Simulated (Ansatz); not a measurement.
Consider the redistribution: `[BH2][GeH]1[CH2][O]1` + `F[SiH2][SiH2]Cl` → `Cl[SiH2][GeH]1[CH2][O]1` + `B[SiH2]F`.

Isolated molecules relaxed with PBE0-D4/def2-TZVP in Ansatz; ΔE leaves out vibrations. CCSD(T)/CBS is the MP2 limit (def2-TZVPP, def2-QZVPP) plus CCSD(T) − MP2 in def2-TZVPP, frozen cores. This one scheme is used for every species. For Ge outer-core shells are correlated without core-valence functions, which leaves a few kJ/mol of doubt a bond. Scalar relativity is left out up to krypton. One conformer a species, not always the lowest.

| species | CCSD(T)/CBS(def2) energy (Eh) |
| --- | --- |
| `[BH2][GeH]1[CH2][O]1` | -2217.06405 |
| `F[SiH2][SiH2]Cl` | -1140.23311 |
| `Cl[SiH2][GeH]1[CH2][O]1` | -2941.20952 |
| `B[SiH2]F` | -416.08532 |

(1) Work out ΔE.

Largest T1 diagnostic among the species: 0.018.

Answers

(1) ΔE = (-2941.20952) + (-416.08532) − (-2217.06405) − (-1140.23311) = 0.00232 Eh = +6.1 kJ/mol.

In def2-TZVPP, CCSD(T) changes the Hartree–Fock value by +8.9 kJ/mol (the triples alone add +2.7 kJ/mol) and MP2 by +7.8 kJ/mol. From PBE to PBE0 (25 % exact exchange), in def2-TZVPP and without D4, ΔE moves by −6.7 kJ/mol.
